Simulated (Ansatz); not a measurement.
`C=NC(F)O[SiH3]` + H₂ → `C=NCO[SiH3]` + H–F  (hydrogenolysis of a C–F bond)

Program: Ansatz. Geometries: PBE0-D4/def2-TZVP. ΔE: electronic, gas phase. CCSD(T)/CBS is the MP2 limit (def2-TZVPP, def2-QZVPP) plus CCSD(T) − MP2 in def2-TZVPP, frozen cores. This one scheme is used for every species. Functionals use def2-TZVPP. B3LYP here is the variant with VWN-RPA as its local correlation; programs differ in this. Each species was taken in one conformer, which may not be the lowest.

```json
{"level": "PBE-D4", "ΔE (kJ/mol)": "-47.6", "difference from CCSD(T)/CBS": "11.5"}
{"level": "r2SCAN-D4", "ΔE (kJ/mol)": "-42.2", "difference from CCSD(T)/CBS": "16.9"}
{"level": "PBE0-D4", "ΔE (kJ/mol)": "-52.5", "difference from CCSD(T)/CBS": "6.6"}
{"level": "B3LYP-D4", "ΔE (kJ/mol)": "-49.6", "difference from CCSD(T)/CBS": "9.5"}
{"level": "ωB97X-V", "ΔE (kJ/mol)": "-44.2", "difference from CCSD(T)/CBS": "14.9"}
{"level": "ωB97M-V", "ΔE (kJ/mol)": "-45.5", "difference from CCSD(T)/CBS": "13.6"}
{"level": "B2PLYP", "ΔE (kJ/mol)": "-54.4", "difference from CCSD(T)/CBS": "4.7"}
{"level": "PBE", "ΔE (kJ/mol)": "-50.3", "difference from CCSD(T)/CBS": "8.8"}
{"level": "r2SCAN", "ΔE (kJ/mol)": "-42.8", "difference from CCSD(T)/CBS": "16.3"}
{"level": "PBE0", "ΔE (kJ/mol)": "-54.7", "difference from CCSD(T)/CBS": "4.4"}
{"level": "B3LYP", "ΔE (kJ/mol)": "-53.9", "difference from CCSD(T)/CBS": "5.2"}
{"level": "HF/def2-TZVPP", "ΔE (kJ/mol)": "-55.6", "difference from CCSD(T)/CBS": "3.5"}
{"level": "MP2/def2-TZVPP", "ΔE (kJ/mol)": "-59.1", "difference from CCSD(T)/CBS": "0.0"}
{"level": "SCS-MP2/def2-TZVPP", "ΔE (kJ/mol)": "-57.2", "difference from CCSD(T)/CBS": "1.9"}
{"level": "CCSD/def2-TZVPP", "ΔE (kJ/mol)": "-58.2", "difference from CCSD(T)/CBS": "0.9"}
{"level": "CCSD(T)/def2-TZVPP", "ΔE (kJ/mol)": "-54.8", "difference from CCSD(T)/CBS": "4.3"}
{"level": "HF/def2-QZVPP", "ΔE (kJ/mol)": "-56.6", "difference from CCSD(T)/CBS": "2.5"}
{"level": "MP2/def2-QZVPP", "ΔE (kJ/mol)": "-61.9", "difference from CCSD(T)/CBS": "-2.8"}
{"level": "SCS-MP2/def2-QZVPP", "ΔE (kJ/mol)": "-60.3", "difference from CCSD(T)/CBS": "-1.2"}
{"level": "HF/CBS(def2)", "ΔE (kJ/mol)": "-56.7", "difference from CCSD(T)/CBS": "2.4"}
{"level": "MP2/CBS(def2)", "ΔE (kJ/mol)": "-63.4", "difference from CCSD(T)/CBS": "-4.3"}
{"level": "CCSD/CBS(def2)", "ΔE (kJ/mol)": "-62.5", "difference from CCSD(T)/CBS": "-3.4"}
{"level": "CCSD(T)/CBS", "ΔE (kJ/mol)": "-59.1", "difference from CCSD(T)/CBS": "0"}
```

Largest T1 diagnostic among the species: 0.013.

From PBE to PBE0 (25 % exact exchange), in def2-TZVPP and without D4, ΔE moves by −4.4 kJ/mol. The D4 term adds +4.3 kJ/mol with B3LYP and +2.2 kJ/mol with PBE0; it sums over pairs of atoms, weighted by their polarisabilities, and B3LYP, whose exchange is more repulsive, gets the larger term.
